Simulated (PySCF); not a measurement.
Sn(H)3(SeH) (H₄SeSn), SMILES [SeH][SnH3]. Atoms are numbered in the order given.

```xyz
6

Sn     0.0007     1.0003     0.0000
Se    -0.0418    -1.5578     0.0000
H      0.8005     1.5666    -1.4013
H     -1.6416     1.4649     0.0000
H      0.8005     1.5666     1.4013
H      1.4277    -1.6460     0.0000
```

Coordinates come from a B3LYP-D3(BJ)/def2-TZVP optimisation. The def2 effective core potentials stand for the cores of Sn; spin–orbit coupling is left out.

Method: HF/def2-TZVPD (PySCF).

Mulliken values depend strongly on the basis, most of all with diffuse functions as here. ESP charges are fitted to the potential on shells at 1.4 to 2.0 van der Waals radii. Atomic charges (e):

| atom | Mulliken | ESP fit |
|---|---|---|
| Sn1 | 0.38 | 0.42 |
| Se2 | -0.43 | -0.31 |
| H3 | -0.04 | -0.10 |
| H4 | -0.04 | -0.05 |
| H5 | -0.04 | -0.10 |
| H6 | 0.15 | 0.14 |
